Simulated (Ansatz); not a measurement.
Calculated with Ansatz (gas phase, PBE0-D4/def2-TZVP geometries, no zero-point term in ΔE). CCSD(T)/CBS is the MP2 limit (def2-TZVPP, def2-QZVPP) plus CCSD(T) − MP2 in def2-TZVPP, frozen cores. For Br outer-core shells are correlated without core-valence functions, which leaves a few kJ/mol of doubt a bond. Scalar relativity is left out up to krypton. Each species was taken in one conformer, which may not be the lowest.

`[SiH3]Br` + `N[SiH2]S` → `[SiH3]N[SiH2]S` + HBr  (ligand exchange at the Si–Br bond)

`[SiH3]Br`:

```xyz
5

Si   -0.105    0.088    0.089
Br    1.315   -1.111   -1.124
H    -1.194   -0.802    0.550
H    -0.646    1.173   -0.761
H     0.629    0.652    1.245
```

`N[SiH2]S`:

```xyz
8

N    -0.700   -1.013    0.728
Si    0.446    0.079    0.094
S    -0.484    1.557   -1.162
H    -1.055   -0.892    1.661
H    -1.345   -1.514    0.140
H     1.457   -0.596   -0.759
H     1.102    0.699    1.272
H     0.579    1.680   -1.975
```

`[SiH3]N[SiH2]S`:

Z-matrix (Å, degrees):
```
Si
N 1 1.729
H 1 1.483 2 107.3
H 1 1.488 2 111.1 3 119.9
H 1 1.488 2 112.0 3 -120.0
Si 2 1.718 1 128.9 3 3.4
H 2 1.012 1 115.8 3 -173.5
S 6 2.138 2 113.6 1 -119.4
H 6 1.482 2 106.0 1 3.5
H 6 1.484 2 112.7 1 125.3
H 8 1.344 6 94.8 2 61.4
```

HBr:

Z-matrix (Å, degrees):
```
Br
H 1 1.420
```

| level | ΔE (kJ/mol) |
| --- | --- |
| HF/def2-TZVPP | 38.8 |
| SCS-MP2/def2-TZVPP | 29.3 |
| MP2/def2-QZVPP | 33.5 |
| HF/CBS(def2) | 37.9 |

Problem. What does CCSD(T)/CBS give? (An estimate is asked.)

Solution. The calculation gave: +33.3 kJ/mol. The listed levels differ from it by 5.5, -4.0, 0.2, 4.6 kJ/mol.

Largest T1 diagnostic among the species: 0.011.

The D4 term adds −6.6 kJ/mol with B3LYP and −4.0 kJ/mol with PBE0; it sums over pairs of atoms, weighted by their polarisabilities, and B3LYP, whose exchange is more repulsive, gets the larger term. In def2-TZVPP, CCSD(T) changes the Hartree–Fock value by −11.4 kJ/mol (the triples alone add −1.3 kJ/mol) and MP2 by −8.4 kJ/mol.

B3LYP here is the variant with VWN-RPA as its local correlation; programs differ in this.
